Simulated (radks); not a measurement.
Fractional charge and spin in the 5p shell of samarium: the spin-up occupation runs from 2 to 3 and the spin-down occupation from 2 to 3; the fullest corner is Sm, [Kr] 4d10 4f(up 3, down 3) 5s2 6s2 5p(up 3, down 3). Calculated with a radial shooting solver on a logarithmic mesh with Libxc functionals: scalar-relativistic Kohn-Sham, PBE, spin-polarised, spherical densities, point nucleus. Energy (eV) above the fullest corner. The planes named below are the two flat planes that join the four corners, with an edge along up + down = one added electron.

down \ up       2    2.25     2.5    2.75       3
2          67.211  56.353  46.199  36.737  27.953
2.25       56.353  46.254  36.845  28.111  20.036
2.5        46.199  36.845  28.164  20.140  12.754
2.75       36.737  28.111  20.140  12.805   6.084
3          27.953  20.036  12.754   6.084   0.000

Corners above the fullest one (they belong to Sm+ and the next ion): (up 3, down 2) 27.953 eV, (up 2, down 3) 27.953 eV, (up 2, down 2) 67.211 eV. With half an added electron in each spin the energy lies 0.211 eV from the planes, and with half an added electron in spin up alone -1.383 eV. The planes are only a guide here: the flat-plane condition holds for ground states with one frontier orbital, while this shell lies below other occupied shells, so the corners above the fullest one are inner-hole states and not the ground states of those ions.
